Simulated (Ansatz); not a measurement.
Consider the formal hydrolysis of the In–C bond: `[InH2][C]1=NC1` + H₂O → `[OH][InH2]` + `C1=NC1`.

Isolated molecules relaxed with PBE0-D4/def2-TZVP in Ansatz; ΔE leaves out vibrations. CCSD(T)/CBS is the MP2 limit (def2-TZVPP, def2-QZVPP) plus CCSD(T) − MP2 in def2-TZVPP, frozen cores. This one scheme is used for every species. DFT in def2-TZVPP. B3LYP here is the variant with VWN-RPA as its local correlation; programs differ in this. Elements past krypton have def2 core potentials. For In outer-core shells are correlated without core-valence functions, which leaves a few kJ/mol of doubt a bond.

`[InH2][C]1=NC1`:

Z-matrix (Å, degrees):
```
C
C 1 1.474
N 1 1.498 2 50.0
H 1 1.087 2 120.2 3 101.3
H 1 1.087 2 120.2 3 -101.3
In 2 2.140 1 150.9 3 180.0
H 6 1.714 2 117.0 1 -88.2
H 6 1.714 2 117.0 1 88.5
```

H₂O:

Cartesian coordinates in Å:
```
O 0.369 0.116 0.046
H -0.019 -0.304 -0.725
H -0.349 0.188 0.679
```

`[OH][InH2]`:

Cartesian coordinates in Å:
```
O 0.308 -1.215 0.618
In -0.185 0.598 -0.041
H 0.585 -1.812 -0.080
H -0.040 0.811 -1.736
H -0.668 1.617 1.238
```

`C1=NC1`:

Cartesian coordinates in Å:
```
C -0.191 -0.739 -0.306
N 0.133 -0.735 0.896
C 0.126 0.594 0.144
H -0.500 -1.444 -1.068
H 1.096 1.033 -0.070
H -0.664 1.292 0.404
```

(1) Is it downhill or uphill in electronic energy at CCSD(T)/CBS, and by how much? (Estimate.)

(2) What do these levels give: PBE-D4, BLYP-D4, B3LYP-D4, r2SCAN0, BHLYP, CAM-B3LYP? (Estimate.)

Largest T1 diagnostic among the species: 0.017.

Results:

(1) Computed: Downhill: ΔE = -0.28 eV.

(2) Ansatz gave: PBE-D4 -0.29, BLYP-D4 -0.36, B3LYP-D4 -0.31, r2SCAN0 -0.27, BHLYP -0.31, CAM-B3LYP -0.36 eV.

Leaving LDA and LC-ωPBE aside and taking each functional with its dispersion term where it has one, the values, not all of them listed here, spread over 0.14 eV, from BLYP-D4 to PBE-QIDH. From PBE to PBE0 (25 % exact exchange), in def2-TZVPP and without D4, ΔE moves by +0.07 eV.
